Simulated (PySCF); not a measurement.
A series of substituents X on one scaffold: ethynyl-X. All species are isolated molecules in the gas phase. One relaxed conformer stands for each flexible species; it need not be the lowest. Strings in code marks are SMILES.

Computed with ωB97X-D3(BJ)/def2-TZVP // B3LYP-D3(BJ)/def2-TZVP (PySCF 2.14.0). All candidates: neutral, multiplicity 1. Delta-SCF ions had no search for a lower state. Excitations are Tamm–Dancoff values on a coarser integration grid. The basis has no diffuse functions, so Rydberg states are missing or too high.

The HOMO comes out as -11.00 eV, the T1 excitation (TDA) is 4.73 eV and the vertical ionisation energy (Delta-SCF) comes out as 11.12 eV.

**Question.** Say which member has these values.
(A) `C#CS`
(B) `C#CC(=O)O`
(C) `C#CB(O)O`
(D) `C#CC(C)=O`

**Answer.** B, `C#CC(=O)O`. The others give `C#CB(O)O`: -10.83 eV, 5.08 eV, 10.98 eV; `C#CS`: -9.32 eV, 4.69 eV, 9.46 eV; `C#CC(C)=O`: -10.45 eV, 3.63 eV, 10.21 eV
